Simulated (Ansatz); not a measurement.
`COB(N)Br` and `COB(O)Br` differ in one atom or group.

Ansatz, PBE0-D4/def2-TZVP geometries, multiplicity 1. Each molecule was computed in one conformer, which needn't be the lowest.

Scalar relativity is left out up to krypton.

```csv
property,`COB(N)Br`
size of the dipole moment (PBE/def2-TZVPP) / D,1.51
LUMO energy (B3LYP/def2-TZVPP) / eV,0.55
HOMO–LUMO gap (B3LYP/def2-TZVPP) / eV,8.05
HOMO–LUMO gap (ωB97M-V/def2-TZVPP) / eV,12.26
HOMO energy (B3LYP/def2-TZVPP) / eV,-7.51
LUMO energy (PBE0/def2-TZVPP) / eV,0.89
```

(1) Give the same properties after the change, and the shifts. (An estimate is asked.)

Results:

(1) The calculation gave: 
```csv
property,`COB(O)Br`,shift
size of the dipole moment (PBE/def2-TZVPP) / D,0.68,-0.83
LUMO energy (B3LYP/def2-TZVPP) / eV,0.38,-0.17
HOMO–LUMO gap (B3LYP/def2-TZVPP) / eV,8.59,0.54
HOMO–LUMO gap (ωB97M-V/def2-TZVPP) / eV,12.87,0.61
HOMO energy (B3LYP/def2-TZVPP) / eV,-8.21,-0.70
LUMO energy (PBE0/def2-TZVPP) / eV,0.74,-0.15
```

With PBE0 the HOMO falls by 0.73 eV and the LUMO falls by 0.15 eV, so the gap widens by about 0.58 eV. PBE moves the HOMO by -0.78 eV and ωB97M-V by -0.68 eV. Dipoles are sizes alone; their direction can turn.

B3LYP here is the variant with VWN-RPA as its local correlation; programs differ in this.

Spin–orbit coupling is left out; it splits and shifts lone-pair levels of the heavy atoms by tenths of an eV.
